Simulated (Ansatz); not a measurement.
A nudged elastic band was laid between two geometries of B$_{2}$H$_{6}$OSiZn (11 atoms, charge 0, multiplicity 1).

Level of theory: RKS BHLYP-D4/def2-SVP (Ansatz 0.2.0).

```json
{"movable images": "9", "climbing image": "yes", "spring": "5.0 eV/Å²", "optimiser": "quadratic models (default)", "start path": "IDPP", "force threshold": "0.03 eV/Å", "iteration limit": "42", "end points": "relaxed"}
```

Image 0:

```xyz
11
Properties=species:S:1:pos:R:3
B -1.374 1.264 -0.958
Si 0.235 0.080 -1.138
B 0.808 -0.426 0.770
O 1.937 0.090 1.301
Zn -0.324 -1.756 1.957
H -1.304 2.457 -1.060
H -2.441 0.800 -0.663
H -0.123 -1.177 -1.855
H 1.342 0.740 -1.895
H 2.429 0.675 0.726
H -1.183 -2.747 2.814
```

Image 10:

```xyz
11
Properties=species:S:1:pos:R:3
B -1.368 1.269 -0.962
Si 0.233 0.074 -1.139
B 0.806 -0.426 0.772
O 1.926 0.102 1.308
Zn -0.321 -1.763 1.956
H -2.436 0.812 -0.663
H -1.290 2.461 -1.066
H -0.132 -1.183 -1.850
H 1.344 0.725 -1.898
H 2.415 0.690 0.733
H -1.178 -2.761 2.809
```

Problem. What changes between the two ends?

Solution. No bond is made or broken. The dihedral H6–B1–Si2–B3 goes from 101 to -74°. The two ends are copies of one structure, up to a mirror image or an exchange of like atoms.

Problem. What energy profile does the band end with?

Solution. It converged. The highest image is number 5 of 0 to 10, 1.9 kcal/mol above the ends, which have the same energy within 2 meV. A vibrational analysis at the climbing image gives one clearly imaginary mode, 151i cm⁻¹: a first-order saddle point.

```csv
image,path coordinate (Å),energy (kcal/mol),dihedral H6–B1–Si2–B3 (°)
0,0.00,0.0,101
1,0.47,0.2,85
2,0.95,0.7,69
3,1.42,1.2,52
4,1.89,1.7,34
5,2.36,1.9,16
6,2.85,1.6,-3
7,3.34,1.0,-23
8,3.83,0.4,-42
9,4.32,0.1,-60
10,4.80,0.0,-74
```

Problem. What is the geometry of the highest image?

Solution. 
```xyz
11
Properties=species:S:1:pos:R:3
B -1.593 1.059 -1.014
Si 0.069 -0.099 -1.078
B 0.964 -0.333 0.738
O 2.201 0.156 0.979
Zn 0.007 -1.306 2.355
H -1.850 1.771 -0.084
H -2.356 1.078 -1.940
H -0.301 -1.431 -1.637
H 0.966 0.554 -2.089
H 2.617 0.585 0.232
H -0.724 -2.033 3.538
```

Problem. What are the harmonic wavenumbers there?

Solution. 151i, 44, 74, 132, 211, 298, 330, 401, 447, 484, 580, 623, 667, 720, 752, 830, 943, 955, 1156, 1213, 1351, 1810, 2177, 2234, 2635, 2729, 3945 cm⁻¹.

The band took 15 iterations and of the order of 19 core-minutes.

Time of the run: 9.9 min on 2 threads of Arm Neoverse V1, with other jobs on the host, peak memory 0.31 GiB.
